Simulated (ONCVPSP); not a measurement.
**Varying the ONCV potential for N**

Base potential:

```json
{
  "Element": "nitrogen (N)",
  "Generator": "ONCVPSP 4.0.1",
  "Type": "optimised norm-conserving Vanderbilt (ONCV)",
  "Functional": "PBE",
  "Relativity": "scalar-relativistic",
  "Frozen core": "[He]",
  "Valence charge": "5",
  "Reference configuration": "2s2 2p1.5 (charge +1.5)",
  "Partial waves": "2s: rc 0.95 bohr, ncon 3, nbas 6, qcut 5.4 1/bohr, 2 projectors, debl 3.8 Ha; 2p: rc 1.65 bohr, ncon 5, nbas 8, qcut 8 1/bohr, 3 projectors, debl 2 Ha; d scattering state at 0.06 Ha: rc 1.45 bohr, ncon 5, nbas 8, qcut 7 1/bohr, 1 projector",
  "Local potential": "polynomial inside 0.70 bohr (lpopt 5, dvloc0 1 Ha)",
  "Core correction": "Teter function, fcfact 5.5, rcfact 1"
}
```

Cutoffs, loose and tight: the cutoffs (Ha) at which the residual kinetic energy of the hardest occupied pseudo-wave falls to 1 and 0.1 mHa per electron. They do not see the model core or the augmentation charge, which bear on the density cutoff. Test errors are all-electron minus pseudo excitation energies from the reference, over the configurations 2s2 2p3; 2s2 2p2; 2s2 2p1; 2s2 2p2.5. A dash means not determined; rows that change the core or the reference have their own tests.

1 further variants are left out, since the program set their typed debl aside.

| change | outcome | cutoff, loose | cutoff, tight | bound ghosts | GHOST(+) flags above zero | largest test error (meV) |
| --- | --- | --- | --- | --- | --- | --- |
| base | generated | 86 Ha | 144 Ha | none | none | +74 |
| s: qcut 6.2; p: qcut 9.1; d: qcut 8 | generated | 68 Ha | 108 Ha | none | none | +62 |
| reference 2s2 2p3 | generated | 82 Ha | 137 Ha | none | none | +784 |
| local potential polynomial inside 0.80 bohr (lpopt 5, dvloc0 1 Ha) | generated | 86 Ha | 144 Ha | none | none | +74 |
| d: rc 1.66 | generated | 86 Ha | 144 Ha | none | none | +74 |
| core correction Teter function, fcfact 4.75, rcfact 1.6 | generated | 86 Ha | 144 Ha | none | none | +68 |
| s: qcut 3.3 | generated | – | – | none | none | +78 |
| core correction Teter function, fcfact 5.5, rcfact 0.96 | generated | 86 Ha | 144 Ha | none | none | +73 |
| local potential polynomial inside 0.70 bohr (lpopt 5, dvloc0 9.5 Ha) | generated | 86 Ha | 144 Ha | none | none | +74 |
| core correction Teter function, fcfact 1.3, rcfact 1 | generated | 86 Ha | 144 Ha | none | none | +69 |
| all radii but the core radius scaled by about 1.13 (s 1.08, p 1.86, d 1.64 bohr); local potential polynomial inside 0.78 bohr (lpopt 5, dvloc0 1 Ha) | generated | 61 Ha | 105 Ha | none | none | +107 |
| d: rc 1.92 | generated | 86 Ha | 144 Ha | none | none | +74 |
